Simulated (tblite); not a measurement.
A geometry optimisation, step by step.

Compound: C6H15P2 (charge +1).
Atom-mapped SMILES: `[CH3:1][CH2:2][CH2:3][PH:4]/[CH:5]=[CH:6]\[PH2+:7][CH3:8]` (hydrogens: H9, H10, H11 on C1; H12, H13 on C2; H14, H15 on C3; H16 on P4; H17 on C5; H18 on C6; H19, H20 on P7; H21, H22, H23 on C8)
Bond orders are those of one Lewis drawing.

Computed with GFN2-xTB (tblite), gas phase: L-BFGS steps from a force-field or distance-geometry start until the largest atomic force falls under 0.01 eV/Å. 3 of its 139 geometries are shown.

Step 0: E = -680.9906 eV, largest atomic force 2.706 eV/Å
```
atom  x, y, z in Å  |  force x, y, z in eV/Å
C1     -3.630    0.562    0.101   -1.574   0.412   0.696
C2     -3.078   -0.184   -1.080   -0.924  -0.965  -0.022
C3     -1.775   -0.819   -0.665   -0.268  -0.914   0.144
P4     -0.468    0.337   -0.120    2.234   0.401  -1.474
C5      0.542   -0.563    1.146   -1.899   0.754   0.245
C6      1.855   -0.412    1.242    0.864   0.038  -0.103
P7      2.800    0.682    0.176   -0.222   0.030   0.442
C8      4.403   -0.060   -0.237    0.493   0.655   0.886
H9     -4.750    0.619   -0.044    1.195   0.289   0.468
H10    -3.434    0.047    1.083   -0.201   0.426  -1.043
H11    -3.209    1.570    0.140   -0.248  -0.065   0.168
H12    -3.015    0.429   -1.983    0.147   0.030   0.244
H13    -3.806   -1.008   -1.300    0.659   0.437  -0.089
H14    -1.995   -1.543    0.146    0.182   0.165  -0.242
H15    -1.390   -1.386   -1.537    0.273   0.209   0.473
H16    -0.885    1.634    0.306   -0.268  -1.143   0.729
H17     0.046   -1.246    1.834   -0.023  -0.109  -0.264
H18     2.420   -0.968    2.003   -0.026   0.266  -0.393
H19     3.025    1.866    0.934   -0.201  -0.510  -0.728
H20     2.131    0.966   -1.020    0.082   0.077   0.668
H21     5.164    0.713    0.024   -0.244  -0.500  -0.508
H22     4.427   -0.299   -1.303    0.180  -0.166   0.305
H23     4.617   -0.912    0.438   -0.212   0.183  -0.602
```

Step 69: E = -682.2002 eV, largest atomic force 0.064 eV/Å
```
atom  x, y, z in Å  |  force x, y, z in eV/Å
C1     -3.823    0.666    0.006    0.035  -0.003  -0.015
C2     -3.093   -0.173   -1.034   -0.003   0.044  -0.008
C3     -1.808   -0.793   -0.480   -0.046  -0.006  -0.027
P4     -0.431    0.419   -0.175   -0.052   0.022  -0.014
C5      0.588   -0.662    0.889   -0.026  -0.058  -0.005
C6      1.913   -0.549    1.025   -0.051  -0.004   0.023
P7      2.868    0.692    0.180   -0.037  -0.017   0.000
C8      4.526    0.075   -0.163   -0.012   0.039   0.003
H9     -4.750    1.056   -0.408    0.021  -0.011   0.017
H10    -4.062    0.063    0.879   -0.026   0.018   0.000
H11    -3.214    1.512    0.324    0.001   0.022  -0.018
H12    -2.871    0.434   -1.915    0.023   0.012   0.020
H13    -3.751   -0.984   -1.357    0.056   0.010   0.014
H14    -2.035   -1.322    0.450    0.014  -0.024   0.026
H15    -1.418   -1.517   -1.202    0.013  -0.034  -0.019
H16    -0.998    1.046    0.940    0.014  -0.002   0.021
H17     0.076   -1.472    1.397    0.033  -0.023   0.038
H18     2.484   -1.212    1.668    0.027   0.016  -0.009
H19     2.976    1.843    0.933   -0.023  -0.004  -0.036
H20     2.232    1.069   -0.976    0.032   0.017   0.005
H21     5.121    0.844   -0.658   -0.011  -0.021  -0.015
H22     4.447   -0.803   -0.809    0.047   0.020   0.022
H23     5.018   -0.206    0.772   -0.026  -0.013  -0.024
```

Step 138: E = -682.3090 eV, largest atomic force 0.009 eV/Å
```
atom  x, y, z in Å  |  force x, y, z in eV/Å
C1     -3.584    0.913   -0.100    0.008   0.000  -0.005
C2     -2.882   -0.053   -1.043    0.000  -0.002   0.001
C3     -1.773   -0.843   -0.346   -0.004  -0.004  -0.002
P4     -0.427    0.268    0.291    0.002   0.001   0.001
C5      0.610   -0.994    1.110   -0.004   0.000   0.002
C6      1.929   -0.886    0.938   -0.003  -0.003   0.000
P7      2.527    0.463   -0.072    0.000   0.002   0.002
C8      4.326    0.386   -0.140   -0.004   0.002   0.001
H9     -4.405    1.409   -0.610    0.000  -0.005   0.001
H10    -3.987    0.386    0.762    0.002   0.008  -0.001
H11    -2.892    1.681    0.249    0.001   0.002  -0.002
H12    -2.465    0.499   -1.888   -0.003  -0.005   0.003
H13    -3.607   -0.766   -1.440    0.002   0.001  -0.001
H14    -2.179   -1.424    0.486    0.000  -0.001   0.005
H15    -1.308   -1.533   -1.057    0.004   0.003  -0.004
H16    -1.058    0.650    1.477    0.003   0.000   0.005
H17     0.173   -1.790    1.699   -0.001  -0.003  -0.004
H18     2.671   -1.549    1.366   -0.001   0.001  -0.001
H19     2.180    1.700    0.416    0.007  -0.003  -0.001
H20     2.054    0.409   -1.360   -0.006   0.004   0.005
H21     4.717    1.200   -0.752    0.005   0.003  -0.004
H22     4.638   -0.568   -0.571   -0.002  -0.005  -0.006
H23     4.738    0.468    0.868   -0.005   0.005   0.004
```

Question: Summarise the path.

Answer: The energy falls by 1.3184 eV from step 0 to step 138; nine tenths of that is first reached at step 58. It rises by more than 0.2 meV at step 60. The largest force goes from 2.706 to 0.009 eV/Å. Among the bonds P7–H19 changes most, from 1.424 to 1.374 Å; the atoms move by 0.743 Å rms after alignment.

What follows is the cost of the whole relaxation. Time: 1.3 s. Hardware: an Arm Neoverse V1 with one thread, on a shared host.
